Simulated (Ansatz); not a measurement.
Relaxation of BH6NO2 (10 atoms, charge 0, multiplicity 1), to a largest force component of 0.03 eV/Å in at most 50 steps.

Method: RKS B3LYP/def2-SVP in Ansatz 0.2.0.

```xyz
10
Properties=species:S:1:pos:R:3
B 0.041 0.527 -0.251
H -0.104 -0.265 2.015
O 1.215 -0.172 -0.386
H 1.122 -1.067 -0.729
O -1.205 0.057 -0.584
H -1.228 -0.842 -0.928
N 0.124 1.917 0.251
H 0.984 2.308 0.612
H -0.711 2.449 0.456
H -0.109 0.451 1.966
```

Where does it end, and by what steps?

It converged. The force dipped under the threshold on the way, but the program's further checks kept it going. After 15 steps the energy has fallen by 0.346 eV; H2 moved furthest, 1.58 Å.

```csv
step,energy less start (eV),largest force component (eV/Å),accepted
0,0.0000,2.121,yes
1,-0.1949,0.905,yes
2,-0.2611,0.409,yes
3,-0.2943,0.155,yes
4,-0.3123,0.125,yes
5,-0.3263,0.082,yes
6,-0.3195,0.758,no
7,-0.3314,0.048,yes
8,-0.3348,0.115,yes
9,-0.3389,0.114,yes
10,-0.3411,0.242,yes
11,-0.3429,0.166,yes
12,-0.3449,0.010,yes
13,-0.3455,0.019,yes
14,-0.3457,0.081,yes
15,-0.3458,0.022,yes
```

```xyz
10
Properties=species:S:1:pos:R:3
B 0.054 0.478 -0.535
H -0.195 0.316 3.484
O 1.246 -0.138 -0.855
H 1.165 -0.907 -1.428
O -1.180 0.068 -0.999
H -1.163 -0.710 -1.565
N 0.098 1.598 0.327
H 0.967 1.986 0.666
H -0.729 2.129 0.566
H -0.134 0.544 2.759
```

Whether the end is a true minimum wasn't checked by a vibrational analysis.

Time of the run: 31 s on 2 threads of Arm Neoverse V1 (shared host), peak memory 0.16 GiB.
